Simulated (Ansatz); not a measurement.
`N=CB(F)S` and `FB(S)[SiH2][SiH3]` differ in one atom or group.

Ansatz, PBE0-D4/def2-TZVP geometries, multiplicity 1. Each molecule was computed in one conformer, which needn't be the lowest.

| property | `N=CB(F)S` |
| --- | --- |
| zero-point energy (PBE0-D4/def2-TZVP) / kJ/mol | 127.9 |
| HOMO energy (PBE0/def2-TZVPP) / eV | -7.73 |
| LUMO energy (B3LYP/def2-TZVPP) / eV | -2.35 |
| HOMO–LUMO gap (PBE0/def2-TZVPP) / eV | 5.58 |
| LUMO energy (PBE/def2-TZVPP) / eV | -3.10 |
| HOMO–LUMO gap (ωB97M-V/def2-TZVPP) / eV | 10.13 |

Question: What does the change do to each property? (Estimate.)

Answer: Ansatz gave: 
```json
{"property": "zero-point energy (PBE0-D4/def2-TZVP) / kJ/mol", "`FB(S)[SiH2][SiH3]`": "153.4", "shift": "25.5"}
{"property": "HOMO energy (PBE0/def2-TZVPP) / eV", "`FB(S)[SiH2][SiH3]`": "-8.02", "shift": "-0.29"}
{"property": "LUMO energy (B3LYP/def2-TZVPP) / eV", "`FB(S)[SiH2][SiH3]`": "-1.59", "shift": "0.76"}
{"property": "HOMO–LUMO gap (PBE0/def2-TZVPP) / eV", "`FB(S)[SiH2][SiH3]`": "6.58", "shift": "1.00"}
{"property": "LUMO energy (PBE/def2-TZVPP) / eV", "`FB(S)[SiH2][SiH3]`": "-2.30", "shift": "0.80"}
{"property": "HOMO–LUMO gap (ωB97M-V/def2-TZVPP) / eV", "`FB(S)[SiH2][SiH3]`": "10.54", "shift": "0.41"}
```

With PBE0 the HOMO falls by 0.29 eV and the LUMO rises by 0.71 eV, so the gap widens by about 1.00 eV. PBE moves the HOMO by -0.68 eV and ωB97M-V by 0.05 eV. The zero-point energy changes by 25.5 kJ/mol with +9 modes.

B3LYP here is the variant with VWN-RPA as its local correlation; programs differ in this.
